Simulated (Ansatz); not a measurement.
Abridged output of a molecular run in Ansatz:

```
Functional definition: HF
1652 factors; integrals over basis functions are off by at most 9.6e-4 eV
mean field evaluation 1: about -30398.9896 eV, gradient 3.0e1 eV
mean field evaluation 2: about -30399.2996 eV, gradient 3.0e1 eV
mean field evaluation 4: about -30402.3681 eV, gradient 3.7e0 eV
mean field evaluation 8: about -30402.4235 eV, gradient 1.9e-1 eV
mean field -30402.42366439 eV, -1117.2684621634 hartree, gradient 2.6e-6 eV, S^2 0.000000; 0 other end points of the search recorded, 0 dependent functions left out; unrestricted orbitals would lower it
17 core orbitals not correlated: weight in the atoms' cores, before any rotation towards them, 1.000 or more for the frozen orbitals, at most 0.000 for the correlated occupied ones
reference -30402.42366439 eV, -1117.2684621634 hartree; 15, 15 occupied and 254, 254 virtual orbitals, 1652 factors
second order -20.67168229 eV of doubles, -0.00000000 eV of singles
cycle   1  -21.80204777 eV  change    -1.1e0 eV  update   1.0e-1
cycle   2  -22.43020244 eV  change   -6.3e-1 eV  update   3.2e-2
cycle   3  -22.52264206 eV  change   -9.2e-2 eV  update   1.3e-2
cycle   4  -22.51505983 eV  change    7.6e-3 eV  update   3.7e-3
cycle   5  -22.51522189 eV  change   -1.6e-4 eV  update   1.3e-3
cycle   6  -22.51538881 eV  change   -1.7e-4 eV  update   3.7e-4
cycle   7  -22.51535174 eV  change    3.7e-5 eV  update   1.2e-4
cycle   8  -22.51539632 eV  change   -4.5e-5 eV  update   4.1e-5
cycle   9  -22.51540433 eV  change   -8.0e-6 eV  update   1.5e-5
perturbative correction -0.96567575 eV, -0.0354879294 hartree
Total energy: -30425.90474447 eV, -1118.1313759403 hartree
```

Its atoms:

Cartesian coordinates in Å:
```
Si 1.379 0.901 -0.821
C 0.752 0.467 0.885
C -0.320 -0.274 1.182
Si -1.477 -1.097 -0.024
Cl -2.559 0.317 -1.063
H 0.618 0.164 -1.860
H 2.821 0.551 -0.915
H 1.239 2.364 -1.046
H 1.324 0.881 1.718
H -0.565 -0.420 2.236
H -0.766 -1.929 -1.021
H -2.446 -1.927 0.729
```

**Question.** Which basis set was used?
A. def2-TZVPPD
B. def2-SVPD
C. def2-TZVPP
D. cc-pV(D+d)Z

**Answer.** C. It gives 286 functions.

**Question.** Write the keys of the input that set method, charge and spin (a neutral closed shell needs none for the last two).

**Answer.** 
```yaml
correlation: {method: ccsd_t}
```
